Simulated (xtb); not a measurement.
C₃H₇NSi, SMILES C1C(=NC1)[SiH3]. All values are semi-empirical tight-binding results from xtb (GFN2-xTB unless named), good for trends rather than for accurate numbers. Coordinates come from a GFN2-xTB optimisation. The structure was generated by enumeration, and PubChem lists no compound with its InChIKey, so it may never have been made.

Optimised geometry:

Bond lengths (Å): Si1–C2 1.881, Si1–H6 1.467, Si1–H7 1.461, Si1–H8 1.462, C2–N3 1.289, C2–C5 1.506, N3–C4 1.468, C4–C5 1.543, C4–H9 1.090, C4–H10 1.090, C5–H11 1.089, C5–H12 1.089. Bond angles (°): C2–Si1–H6 105.8, C2–Si1–H7 109.5, C2–Si1–H8 109.4, H6–Si1–H7 110.3, H6–Si1–H8 110.3, H7–Si1–H8 111.3, Si1–C2–N3 129.3, Si1–C2–C5 133.5, N3–C2–C5 97.2, C2–N3–C4 92.5, N3–C4–C5 88.5, N3–C4–H9 112.6, N3–C4–H10 112.6, C5–C4–H9 116.1, C5–C4–H10 116.1, H9–C4–H10 109.6, C2–C5–C4 81.8, C2–C5–H11 115.7, C2–C5–H12 115.6, C4–C5–H11 116.0, C4–C5–H12 115.9, H11–C5–H12 109.7.
Charge 0, spin multiplicity 1.

The geometry has at least one imaginary mode, so it is a saddle point at that level.

Computed properties:
```json
{
 "point_group_as_xtb_finds_it": "Cs",
 "orbital_gap": "3.00 eV",
 "dipole_moment": "2.10 D",
 "static polarisability (D4 model)": "68.9 bohr³",
 "solvation energy, GFN2-xTB/ALPB(water)": "-2.0 kcal/mol",
 "solvation energy, GFN2-xTB/ALPB(benzene)": "-3.6 kcal/mol"
}
```

### Question
Give the atomic charges and the Wiberg bond orders between heavy atoms. (Estimate from the structure and the level; the computed values follow.)

### Answer
charges (e) Si1 0.43, C2 0.00, N3 -0.27, C4 0.03, C5 -0.07, H6 -0.10, H7 -0.08, H8 -0.08, H9 0.04, H10 0.04, H11 0.03, H12 0.03. Bond orders Si1–C2 0.87, C2–N3 1.86, N3–C4 1.02, C2–C5 1.02, C4–C5 1.00.
